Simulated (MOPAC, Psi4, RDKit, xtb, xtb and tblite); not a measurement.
Two geometries of SMILES C(C)([SiH2]CO)=O (C3H8O2Si), relaxed at GFN2-xTB with one dihedral held; other torsions can differ between them too.

Structure A

```
14

C      1.2099     2.7440    -2.7120
C      1.0310     1.7842    -1.5670
O     -0.0044     1.7143    -0.9436
Si     2.5341     0.6470    -1.1354
C      2.0598    -0.3643     0.4061
O      3.0058    -1.4210     0.4928
H      0.3045     3.3196    -2.8906
H      1.4772     2.1835    -3.6044
H      2.0353     3.4136    -2.4822
H      3.7062     1.4933    -0.8892
H      2.7779    -0.2408    -2.2740
H      2.0847     0.2480     1.3160
H      1.0431    -0.7662     0.3165
H      2.8023    -1.9684     1.2590
```

Structure B

```
14

C     -2.2865     0.4014     0.0171
C     -0.7962     0.5840     0.0173
O     -0.2836     1.6843     0.0010
Si     0.3145    -0.9990     0.0388
C      2.0835    -0.3881     0.4494
O      2.0959     0.7732     1.2587
H     -2.8013     1.3559    -0.0689
H     -2.5755    -0.0887     0.9448
H     -2.5673    -0.2538    -0.8043
H      0.2631    -1.6070    -1.2927
H     -0.2386    -1.8976     1.0540
H      2.6381    -1.1443     1.0102
H      2.6534    -0.2019    -0.4741
H      1.5343     1.4423     0.8400
```

Question: Which is lower in energy at the level wB97X-D/def2-TZVP // GFN2-xTB (Psi4), and by how much?

Answer: B is lower, by 1.87 kcal/mol (dihedral C2–Si4–C5–O6: 165° in A, 30° in B).

E(B) − E(A) in kcal/mol at the other levels, on the same two geometries: GFN2-xTB (xtb and tblite) -0.94; MMFF94 // GFN2-xTB (RDKit) -1.03; PBE0/def2-TZVP // GFN2-xTB (Psi4) -2.27; PBE0-D3(BJ)/def2-TZVP // GFN2-xTB (Psi4) -2.55; PBE/def2-TZVP // GFN2-xTB (Psi4) -2.81; PBE-D3(BJ)/def2-TZVP // GFN2-xTB (Psi4) -3.14; UFF // GFN2-xTB (RDKit) 13.10; PM7, restricted, heats of formation // GFN2-xTB (MOPAC) 0.26; PM6, restricted, heats of formation // GFN2-xTB (MOPAC) -0.26; GFN1-xTB // GFN2-xTB (xtb) -0.28.
